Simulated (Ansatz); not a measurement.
C5H12F3NO3S⁻, that is tetramethylammonium triflate with one electron more. The state is a doublet with charge -1. Geometry PBE-D4/def2-SVP, that of the neutral singlet; atoms count from 1.

```xyz
25

C     2.616   -0.369   -0.381
N     1.210   -0.072   -0.801
C     0.420   -1.359   -0.847
C     1.202    0.548   -2.165
C     0.591    0.896    0.180
H     3.070   -1.079   -1.096
H     3.197    0.571   -0.360
H     2.590   -0.817    0.628
H     0.362   -1.773    0.177
H    -0.623   -1.108   -1.127
H     0.915   -2.039   -1.564
H     1.778    1.491   -2.141
H     1.655   -0.155   -2.888
H     0.153    0.753   -2.443
H     1.206    1.815    0.189
H     0.534    0.406    1.168
H    -0.455    1.076   -0.134
O    -1.041   -1.102    1.750
S    -2.357   -0.664    1.159
O    -3.502   -1.576    1.359
O    -2.227   -0.069   -0.229
C    -2.759    0.860    2.196
F    -3.897    1.445    1.790
F    -1.758    1.778    2.086
F    -2.881    0.541    3.495
```

The highest occupied level of the charge -1 doublet lies above zero (up to 2.98 eV). By energy differences it is unbound by 1.44 eV (vertical, against the charge 0 singlet, at PBE0-D4/def2-SVP) and held by the finite basis.

Q: Estimate the Mulliken populations from the PBE0/def2-SVP orbitals of Ansatz.

A: 
| atom | charge (e) | spin (α − β) |
| --- | --- | --- |
| C1 | 0.25 | -0.11 |
| N2 | -0.38 | -0.02 |
| C3 | 0.09 | -0.04 |
| C4 | 0.22 | -0.10 |
| C5 | 0.09 | -0.04 |
| H6 | -0.13 | 0.20 |
| H7 | -0.13 | 0.20 |
| H8 | -0.05 | 0.10 |
| H9 | 0.06 | 0.03 |
| H10 | 0.07 | 0.02 |
| H11 | -0.06 | 0.12 |
| H12 | -0.12 | 0.19 |
| H13 | -0.12 | 0.19 |
| H14 | -0.01 | 0.08 |
| H15 | -0.06 | 0.12 |
| H16 | 0.05 | 0.03 |
| H17 | 0.07 | 0.02 |
| O18 | -0.55 | 0.00 |
| S19 | 0.90 | 0.00 |
| O20 | -0.53 | 0.00 |
| O21 | -0.55 | 0.00 |
| C22 | 0.49 | 0.00 |
| F23 | -0.19 | 0.00 |
| F24 | -0.21 | 0.00 |
| F25 | -0.19 | 0.00 |
Mulliken values depend strongly on the basis.

Q: Where does the spin sit?

A: Summed by element: C -0.28, N -0.02, H 1.30, O 0.00, S 0.00, F 0.00, of 1 unpaired in all. Largest on single atoms: H6 0.20, H7 0.20, H13 0.19.

Q: And the Mayer bond orders between heavy atoms (over 0.3)?

A: C1–N2 0.90 (1.50 Å); N2–C3 0.89 (1.51 Å); N2–C4 0.90 (1.50 Å); N2–C5 0.88 (1.51 Å); O18–S19 1.50 (1.51 Å); S19–O20 1.62 (1.48 Å); S19–O21 1.46 (1.52 Å); S19–C22 0.74 (1.89 Å); C22–F23 1.09 (1.34 Å); C22–F24 1.05 (1.36 Å); C22–F25 1.09 (1.34 Å).
